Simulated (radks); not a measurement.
Q: Isoelectronic series with 6 electrons, each ion in its NIST ground configuration. Calculated with a radial shooting solver on a logarithmic mesh with Libxc functionals: Dirac Kohn-Sham, BLYP, spin-unpolarised, spherical densities, point nucleus; open shells fill j = l - 1/2 first. Total energies (hartree) and mean radii <r> (bohr) (* marks an orbital that is empty in some or all of the ions):

ion,configuration,E (hartree),2p3/2*,2p1/2,2s1/2
C,[He] 2s2 2p2,-37.81804,1.804,1.802,1.572
N+,[He] 2s2 2p2,-54.02067,1.277,1.275,1.246
O2+,[He] 2s2 2p2,-73.24430,1.002,1.001,1.030
F3+,[He] 2s2 2p2,-95.48694,0.8283,0.8272,0.8775
Ne4+,[He] 2s2 2p2,-120.75033,0.7073,0.7061,0.7644
Mg6+,[He] 2s2 2p2,-180.35386,0.5486,0.5473,0.6078
Al7+,[He] 2s2 2p2,-214.70359,0.4936,0.4922,0.5513
Si8+,[He] 2s2 2p2,-252.09293,0.4487,0.4472,0.5044
P9+,[He] 2s2 2p2,-292.52840,0.4114,0.4098,0.4648
S10+,[He] 2s2 2p2,-336.01713,0.3798,0.3781,0.4309
Cl11+,[He] 2s2 2p2,-382.56688,0.3527,0.3510,0.4016
Ar12+,[He] 2s2 2p2,-432.18598,0.3293,0.3275,0.3760
K13+,[He] 2s2 2p2,-484.88335,0.3088,0.3069,0.3534
Ca14+,[He] 2s2 2p2,-540.66852,0.2907,0.2887,0.3334
Sc15+,[He] 2s2 2p2,-599.55163,0.2746,0.2725,0.3154
Ti16+,[He] 2s2 2p2,-661.54341,0.2602,0.2580,0.2993
V17+,[He] 2s2 2p2,-726.65522,0.2472,0.2449,0.2847
Cr18+,[He] 2s2 2p2,-794.89906,0.2355,0.2331,0.2714
Mn19+,[He] 2s2 2p2,-866.28753,0.2248,0.2223,0.2593
Co21+,[He] 2s2 2p2,-1018.55211,0.2061,0.2034,0.2380

Estimate the row of Fe20+ ([He] 2s2 2p2).

A: E (hartree) -940.83390; 2p3/2* 0.2150; 2p1/2 0.2125; 2s1/2 0.2482.
